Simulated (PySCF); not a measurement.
## BeCl2: computed shieldings and shifts

BeCl2, point group D∞h.

Geometry:
```
atom   x (Å)   y (Å)   z (Å)
 Be1   0.000   0.000   0.000
 Cl2  -0.020  -0.024   1.807
 Cl3   0.020   0.024  -1.807
```

GIAO calculations in PySCF 2.14 on the PBE0-D3(BJ)/def2-SVP structure: isolated species, non-relativistic, equivalent atoms averaged; basis pcSseg-1.

Q: Give the isotropic shieldings (ppm) with B3LYP, PBE0.

A: 
```tsv
atoms	environment	B3LYP	PBE0
Cl2/Cl3	chlorine bonded to Be	951	958
Be1	Be bonded to 2 Cl	95	97
HOMO–LUMO gap (eV)	–	8.75	9.31
```

Q: And the chemical shifts, against references computed in the same way?

A: 
```json
{"atoms": "Cl2/Cl3", "nucleus, reference": "$^{35}$Cl, HCl", "B3LYP": "-20", "PBE0": "-15"}
```

Q: Which part of the shielding of Cl2/Cl3 depends on the functional?

A: Diamagnetic: B3LYP 1149, PBE0 1149 ppm; paramagnetic: B3LYP -198, PBE0 -190 ppm. The diamagnetic part, set mainly by inner electrons, hardly moves; the paramagnetic part goes with low-lying magnetically allowed excitations and carries the spread.
